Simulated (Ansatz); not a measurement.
A run for Ansatz (a program for electronic structure): R-wB97X-V/def2-TZVPP on C3H7B (SMILES BCC=C).

Ansatz 0.2 input:
```yaml
crystal:
  periodic: [false, false, false]
  atoms:
    - {symbol: B, position_ang: [-1.74284219, -0.42625651, -0.06753843]}
    - {symbol: C, position_ang: [-0.33588545, -0.58981299, -0.70921940]}
    - {symbol: C, position_ang: [0.55999235, 0.60845777, -0.71214640]}
    - {symbol: C, position_ang: [1.79719116, 0.63816091, -0.23285357]}
    - {symbol: H, position_ang: [-2.24735503, 0.65035678, 0.03502684]}
    - {symbol: H, position_ang: [-2.36539963, -1.38912405, 0.26166976]}
    - {symbol: H, position_ang: [-0.63515087, -0.82633654, -1.75289710]}
    - {symbol: H, position_ang: [0.18930641, -1.48580291, -0.36713993]}
    - {symbol: H, position_ang: [0.12942391, 1.52018346, -1.11810606]}
    - {symbol: H, position_ang: [2.38619153, 1.54598496, -0.24025040]}
    - {symbol: H, position_ang: [2.26452783, -0.24581088, 0.18704414]}
basis:
  gaussian:
    orbitals: def2-TZVPP
hamiltonian:
  xc: {name: wB97X-V}
scf: {lower_state_search: off}
```

Output:

```
WARN ansatz: RAYON_NUM_THREADS=1 ignored (pool sized by the plan → 1); use --threads N
Functional definition: wB97X-V
these checks for a lower state are left out or cut short: stability, starts, cluster_reference, orbital_swaps, neighbouring_geometries, increment
integrals: 0.15 GiB planned
1122 factors; their error is unknown
integrals: 0.18 GiB planned
310 factors; integrals over basis functions are off by at most 1.2e-5 eV
mean field: 1.37 GiB planned
mean field evaluation 1: about -3896.7651 eV, gradient 4.0e1 eV
mean field evaluation 2: about -3898.9296 eV, gradient 2.6e1 eV
mean field evaluation 4: about -3900.4910 eV, gradient 1.4e0 eV
mean field evaluation 8: about -3900.4859 eV, gradient 5.5e-1 eV
mean field evaluation 16: about -3900.4863 eV, gradient 2.5e-5 eV
mean field -3900.48631482 eV, -143.3402282252 hartree, gradient 7.5e-6 eV, S^2 0.000000; 0 other end points of the search recorded, 0 dependent functions left out
reference -3900.48631263 eV, -143.3402281445 hartree; 15, 15 occupied and 207, 207 virtual orbitals, 1122 factors
Total energy: -3900.48631263 eV, -143.3402281445 hartree
Checks for a lower state left out: stability, starts, cluster_reference, orbital_swaps, neighbouring_geometries, increment
```

The calculation finished and met its thresholds.

Cost: very roughly 7 core-seconds.
